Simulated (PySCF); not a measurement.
Molecule: `COc1ccco1`, C₅H₆O₂.

Bonds (- single, = double, # triple, : aromatic): C1-O2 1.410 Å, O2-C3 1.327 Å, C3:C4 1.366 Å, C4:C5 1.433 Å, C5:C6 1.359 Å, C6:O7 1.366 Å, O7:C3 1.342 Å. C1 carries H8, H9, H10; C4 carries H11; C5 carries H12; C6 carries H13.

Geometry PBE0-D3(BJ)/def2-SVP throughout; GIAO in PySCF 2.14.0 with density-fitted response routines, gas phase, one conformer, non-relativistic; equivalent atoms averaged; basis pcSseg-1.

For orientation, OPBE gives these absolute shieldings σ: C3 32.1, C6 60.0, C4 105.4, C1 131.3, O7 60.7, O2 236.1, H13 24.45, H12 24.90, H8/H9/H10 27.41 ppm.

A run gave: C3 11.7, C6 43.3, C4 91.8, C1 119.1, O7 47.4, O2 228.3, H13 24.69, H12 25.15, H8/H9/H10 27.49 ppm (absolute shieldings σ).

Which functional was used in that run?
A. mPW1PW91
B. PBE0
C. BP86
D. BLYP
E. B3LYP

## Answers

D. C1 tells them apart best: BLYP gives 119.1, PBE0 gives 130.0, mPW1PW91 gives 129.0, BP86 gives 123.9, B3LYP gives 124.1 ppm.
